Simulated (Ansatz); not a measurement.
Ansatz (a first-principles code) input (B3LYP-D3(BJ)/def2-TZVP):

Ansatz 0.2 input:
```yaml
crystal:
  periodic: [false, false, false]
  atoms:
    - {symbol: C, position_ang: [-2.79245400, -0.29001883, -0.32287993]}
    - {symbol: C, position_ang: [-1.38119391, -0.60926901, -0.80832797]}
    - {symbol: C, position_ang: [-0.30097050, 0.03479245, 0.05717139]}
    - {symbol: C, position_ang: [1.10983467, -0.28939626, -0.43514003]}
    - {symbol: C, position_ang: [2.22176687, 0.32360315, 0.38618814]}
    - {symbol: O, position_ang: [2.13753294, 1.00869953, 1.34258357]}
    - {symbol: H, position_ang: [-2.94550082, -0.64485228, 0.69884525]}
    - {symbol: H, position_ang: [-3.54649748, -0.76046163, -0.95608220]}
    - {symbol: H, position_ang: [-2.97530945, 0.78690916, -0.32939627]}
    - {symbol: H, position_ang: [-1.23503897, -1.69427521, -0.82253240]}
    - {symbol: H, position_ang: [-1.26463979, -0.27249508, -1.84360569]}
    - {symbol: H, position_ang: [-0.40490248, -0.29977297, 1.09259949]}
    - {symbol: H, position_ang: [-0.43445283, 1.11958303, 0.07326712]}
    - {symbol: H, position_ang: [1.29679713, -1.36767200, -0.45058902]}
    - {symbol: H, position_ang: [1.26738236, 0.04517173, -1.46524450]}
basis:
  gaussian:
    orbitals: def2-TZVP
hamiltonian:
  xc: b3lyp
  dispersion: d3bj
magnetization: {spin_polarized: true, initial_magnetization: 1}
phonons: {temperatures: {t_min: 298.15, t_max: 298.15, t_step: 100}}
```

Output:

```
Functional definition: B3LYP
integrals: 0.16 GiB planned
1447 factors; their error is unknown
0.32 GiB of the device are held for the grids
1.29 GiB of device memory are held for the factors and their scratch space
mean field: 1.53 GiB planned
mean field evaluation 1: about -7366.9001 eV, gradient 5.6e1 eV
mean field evaluation 2: about -7354.6833 eV, gradient 7.6e1 eV
mean field evaluation 4: about -7380.4664 eV, gradient 7.4e0 eV
mean field evaluation 8: about -7380.6720 eV, gradient 3.8e-1 eV
mean field evaluation 16: about -7380.6441 eV, gradient 1.2e-3 eV
mean field -7380.64409110 eV, -271.2336675678 hartree, gradient 6.3e-5 eV, S^2 0.752936; 0 other end points of the search recorded, 0 dependent functions left out
the calculation of the forces begins
reference -7380.64439908 eV, -271.2336788857 hartree; 24, 23 occupied and 216, 217 virtual orbitals, 1447 factors
these checks for a lower state are left out or cut short: stability, starts, cluster_reference, orbital_swaps, neighbouring_geometries, increment
integrals: 0.16 GiB planned
1447 factors; their error is unknown
0.32 GiB of the device are held for the grids
1.29 GiB of device memory are held for the factors and their scratch space
mean field: 1.53 GiB planned
mean field -7380.64391926 eV, -271.2336612526 hartree, gradient 2.2e-6 eV, S^2 0.752936; 0 other end points of the search recorded, 0 dependent functions left out
the calculation of the forces begins
reference -7380.64422721 eV, -271.2336725697 hartree; 24, 23 occupied and 216, 217 virtual orbitals, 1447 factors
these checks for a lower state are left out or cut short: stability, starts, cluster_reference, orbital_swaps, neighbouring_geometries, increment
integrals: 0.16 GiB planned
1447 factors; their error is unknown
0.32 GiB of the device are held for the grids
1.29 GiB of device memory are held for the factors and their scratch space
mean field: 1.53 GiB planned
mean field evaluation 32: about -7380.6659 eV, gradient 5.0e-4 eV
mean field -7380.64392816 eV, -271.2336615796 hartree, gradient 2.2e-6 eV, S^2 0.752936; 0 other end points of the search recorded, 0 dependent functions left out
the calculation of the forces begins
reference -7380.64423616 eV, -271.2336728984 hartree; 24, 23 occupied and 216, 217 virtual orbitals, 1447 factors
these checks for a lower state are left out or cut short: stability, starts, cluster_reference, orbital_swaps, neighbouring_geometries, increment
integrals: 0.16 GiB planned
1447 factors; their error is unknown
0.32 GiB of the device are held for the grids
1.29 GiB of device memory are held for the factors and their scratch space
mean field: 1.53 GiB planned
mean field -7380.64389505 eV, -271.2336603630 hartree, gradient 2.2e-6 eV, S^2 0.752936; 0 other end points of the search recorded, 0 dependent functions left out
the calculation of the forces begins
reference -7380.64420306 eV, -271.2336716823 hartree; 24, 23 occupied and 216, 217 virtual orbitals, 1447 factors
these checks for a lower state are left out or cut short: stability, starts, cluster_reference, orbital_swaps, neighbouring_geometries, increment
integrals: 0.16 GiB planned
1447 factors; their error is unknown
0.32 GiB of the device are held for the grids
1.29 GiB of device memory are held for the factors and their scratch space
mean field: 1.53 GiB planned
mean field -7380.64397040 eV, -271.2336631319 hartree, gradient 2.2e-6 eV, S^2 0.752936; 0 other end points of the search recorded, 0 dependent functions left out
[...]
mean field -7380.64407644 eV, -271.2336670290 hartree, gradient 2.2e-6 eV, S^2 0.752936; 0 other end points of the search recorded, 0 dependent functions left out
the calculation of the forces begins
reference -7380.64438442 eV, -271.2336783471 hartree; 24, 23 occupied and 216, 217 virtual orbitals, 1447 factors
these checks for a lower state are left out or cut short: stability, starts, cluster_reference, orbital_swaps, neighbouring_geometries, increment
integrals: 0.16 GiB planned
1447 factors; their error is unknown
0.32 GiB of the device are held for the grids
1.29 GiB of device memory are held for the factors and their scratch space
mean field: 1.53 GiB planned
mean field -7380.64406389 eV, -271.2336665676 hartree, gradient 2.2e-6 eV, S^2 0.752936; 0 other end points of the search recorded, 0 dependent functions left out
the calculation of the forces begins
reference -7380.64437186 eV, -271.2336778853 hartree; 24, 23 occupied and 216, 217 virtual orbitals, 1447 factors
these checks for a lower state are left out or cut short: stability, starts, cluster_reference, orbital_swaps, neighbouring_geometries, increment
integrals: 0.16 GiB planned
1447 factors; their error is unknown
0.32 GiB of the device are held for the grids
1.29 GiB of device memory are held for the factors and their scratch space
mean field: 1.53 GiB planned
mean field -7380.64407108 eV, -271.2336668320 hartree, gradient 2.2e-6 eV, S^2 0.752936; 0 other end points of the search recorded, 0 dependent functions left out
the calculation of the forces begins
reference -7380.64437907 eV, -271.2336781503 hartree; 24, 23 occupied and 216, 217 virtual orbitals, 1447 factors
these checks for a lower state are left out or cut short: stability, starts, cluster_reference, orbital_swaps, neighbouring_geometries, increment
integrals: 0.16 GiB planned
1447 factors; their error is unknown
0.32 GiB of the device are held for the grids
1.29 GiB of device memory are held for the factors and their scratch space
mean field: 1.53 GiB planned
mean field -7380.64402904 eV, -271.2336652872 hartree, gradient 2.2e-6 eV, S^2 0.752936; 0 other end points of the search recorded, 0 dependent functions left out
the calculation of the forces begins
reference -7380.64433704 eV, -271.2336766058 hartree; 24, 23 occupied and 216, 217 virtual orbitals, 1447 factors
these checks for a lower state are left out or cut short: stability, starts, cluster_reference, orbital_swaps, neighbouring_geometries, increment
integrals: 0.16 GiB planned
1447 factors; their error is unknown
0.32 GiB of the device are held for the grids
1.29 GiB of device memory are held for the factors and their scratch space
mean field: 1.53 GiB planned
mean field evaluation 352: about -7380.6653 eV, gradient 4.6e-1 eV
mean field -7380.64397090 eV, -271.2336631504 hartree, gradient 2.2e-6 eV, S^2 0.752936; 0 other end points of the search recorded, 0 dependent functions left out
the calculation of the forces begins
reference -7380.64427886 eV, -271.2336744676 hartree; 24, 23 occupied and 216, 217 virtual orbitals, 1447 factors
these checks for a lower state are left out or cut short: stability, starts, cluster_reference, orbital_swaps, neighbouring_geometries, increment
integrals: 0.16 GiB planned
1447 factors; their error is unknown
0.32 GiB of the device are held for the grids
1.29 GiB of device memory are held for the factors and their scratch space
mean field: 1.53 GiB planned
mean field -7380.64409954 eV, -271.2336678779 hartree, gradient 2.3e-6 eV, S^2 0.752936; 0 other end points of the search recorded, 0 dependent functions left out
the calculation of the forces begins
reference -7380.64440752 eV, -271.2336791960 hartree; 24, 23 occupied and 216, 217 virtual orbitals, 1447 factors
these checks for a lower state are left out or cut short: stability, starts, cluster_reference, orbital_swaps, neighbouring_geometries, increment
integrals: 0.16 GiB planned
1447 factors; their error is unknown
0.32 GiB of the device are held for the grids
1.29 GiB of device memory are held for the factors and their scratch space
mean field: 1.53 GiB planned
mean field -7380.64404660 eV, -271.2336659324 hartree, gradient 2.3e-6 eV, S^2 0.752936; 0 other end points of the search recorded, 0 dependent functions left out
the calculation of the forces begins
reference -7380.64435457 eV, -271.2336772502 hartree; 24, 23 occupied and 216, 217 virtual orbitals, 1447 factors
these checks for a lower state are left out or cut short: stability, starts, cluster_reference, orbital_swaps, neighbouring_geometries, increment
integrals: 0.16 GiB planned
1447 factors; their error is unknown
0.32 GiB of the device are held for the grids
1.29 GiB of device memory are held for the factors and their scratch space
mean field: 1.53 GiB planned
mean field -7380.64397121 eV, -271.2336631620 hartree, gradient 2.3e-6 eV, S^2 0.752935; 0 other end points of the search recorded, 0 dependent functions left out
the calculation of the forces begins
reference -7380.64427915 eV, -271.2336744785 hartree; 24, 23 occupied and 216, 217 virtual orbitals, 1447 factors
these checks for a lower state are left out or cut short: stability, starts, cluster_reference, orbital_swaps, neighbouring_geometries, increment
integrals: 0.16 GiB planned
1447 factors; their error is unknown
0.32 GiB of the device are held for the grids
1.29 GiB of device memory are held for the factors and their scratch space
mean field: 1.53 GiB planned
mean field evaluation 384: about -7380.6440 eV, gradient 6.6e-3 eV
mean field -7380.64401527 eV, -271.2336647809 hartree, gradient 2.2e-6 eV, S^2 0.752936; 0 other end points of the search recorded, 0 dependent functions left out
the calculation of the forces begins
reference -7380.64432328 eV, -271.2336761002 hartree; 24, 23 occupied and 216, 217 virtual orbitals, 1447 factors
these checks for a lower state are left out or cut short: stability, starts, cluster_reference, orbital_swaps, neighbouring_geometries, increment
integrals: 0.16 GiB planned
1447 factors; their error is unknown
0.32 GiB of the device are held for the grids
1.29 GiB of device memory are held for the factors and their scratch space
mean field: 1.53 GiB planned
mean field -7380.64407087 eV, -271.2336668242 hartree, gradient 2.3e-6 eV, S^2 0.752935; 0 other end points of the search recorded, 0 dependent functions left out
the calculation of the forces begins
reference -7380.64437885 eV, -271.2336781424 hartree; 24, 23 occupied and 216, 217 virtual orbitals, 1447 factors
these checks for a lower state are left out or cut short: stability, starts, cluster_reference, orbital_swaps, neighbouring_geometries, increment
integrals: 0.16 GiB planned
1447 factors; their error is unknown
0.32 GiB of the device are held for the grids
1.29 GiB of device memory are held for the factors and their scratch space
mean field: 1.53 GiB planned
mean field -7380.64408411 eV, -271.2336673108 hartree, gradient 2.3e-6 eV, S^2 0.752936; 0 other end points of the search recorded, 0 dependent functions left out
the calculation of the forces begins
reference -7380.64439208 eV, -271.2336786285 hartree; 24, 23 occupied and 216, 217 virtual orbitals, 1447 factors
Total energy: -7381.14461766 eV, -271.2520615793 hartree
Atom 0 at    -2.792454    -0.290019    -0.322880 Å, force    -0.000138    -0.000012    -0.000012 eV/Å
Atom 1 at    -1.381194    -0.609269    -0.808328 Å, force    -0.000231     0.000069     0.000103 eV/Å
Atom 2 at    -0.300970     0.034792     0.057171 Å, force    -0.000102    -0.000169    -0.000232 eV/Å
Atom 3 at     1.109835    -0.289396    -0.435140 Å, force     0.000366     0.000135     0.000177 eV/Å
Atom 4 at     2.221767     0.323603     0.386188 Å, force    -0.000596    -0.000164    -0.000211 eV/Å
Atom 5 at     2.137533     1.008700     1.342584 Å, force    -0.000115     0.000043     0.000063 eV/Å
Atom 6 at    -2.945501    -0.644852     0.698845 Å, force    -0.000008     0.000009    -0.000090 eV/Å
Atom 7 at    -3.546497    -0.760462    -0.956082 Å, force     0.000008     0.000059     0.000081 eV/Å
Atom 8 at    -2.975309     0.786909    -0.329396 Å, force    -0.000006    -0.000088    -0.000020 eV/Å
Atom 9 at    -1.235039    -1.694275    -0.822532 Å, force     0.000188     0.000245     0.000077 eV/Å
Atom 10 at    -1.264640    -0.272495    -1.843606 Å, force     0.000193     0.000000     0.000253 eV/Å
Atom 11 at    -0.404902    -0.299773     1.092599 Å, force     0.000158     0.000017    -0.000023 eV/Å
Atom 12 at    -0.434453     1.119583     0.073267 Å, force     0.000159    -0.000023     0.000006 eV/Å
Atom 13 at     1.296797    -1.367672    -0.450589 Å, force     0.000063    -0.000110    -0.000051 eV/Å
Atom 14 at     1.267382     0.045172    -1.465245 Å, force     0.000061    -0.000012    -0.000122 eV/Å
Dipole moment:    -0.370977    -0.266240    -0.359968 e Å
Vibrations: 65.46 113.57 134.20 161.44 245.42 284.87 395.53 644.18 713.50 769.18 852.72 913.10 913.57 1015.01 1059.95 1089.48 1127.06 1233.53 1269.66 1307.81 1333.65 1345.95 1394.41 1416.98 1443.48 1488.62 1496.56 1499.74 1511.31 1914.65 3011.25 3028.23 3031.23 3032.83 3040.57 3054.42 3077.57 3090.27 3094.60 cm⁻¹, zero-point energy 3.509717 eV
```

It need not be the lowest isomer of its formula.
